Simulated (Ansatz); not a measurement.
`[OH][GaH][Br]` + NH₃ → `[NH2][GaH][OH]` + HBr  (ligand exchange at a Ga–Br bond)

Program: Ansatz. Geometries: PBE0-D4/def2-TZVP. ΔE: electronic, gas phase. CBS: MP2 limit from def2 TZ/QZ plus the TZ coupled-cluster correction, frozen cores. This one scheme is used for every species. Functionals use def2-TZVPP. HSE06 is defined as in plane-wave codes. For Br, Ga outer-core shells are correlated without core-valence functions, which leaves a few kJ/mol of doubt a bond. Scalar relativity is left out up to krypton. Each species was taken in one conformer, which may not be the lowest.

CCSD(T)/CBS gives +93.2 kJ/mol.

(1) Another level gave +92.7 kJ/mol. Which?
A. CAM-B3LYP-D4/def2-TZVPP
B. HSE06/def2-TZVPP
C. B2PLYP/def2-TZVPP
D. HF/def2-TZVPP

Largest T1 diagnostic among the species: 0.014.

Results:

(1) A. CAM-B3LYP-D4 92.7, HSE06 102.4, B2PLYP 97.0, HF/def2-TZVPP 109.2 kJ/mol.

In def2-TZVPP, CCSD(T) changes the Hartree–Fock value by −15.3 kJ/mol (the triples alone add −0.6 kJ/mol) and MP2 by −13.8 kJ/mol. From PBE to PBE0 (25 % exact exchange), in def2-TZVPP and without D4, ΔE moves by +3.2 kJ/mol.
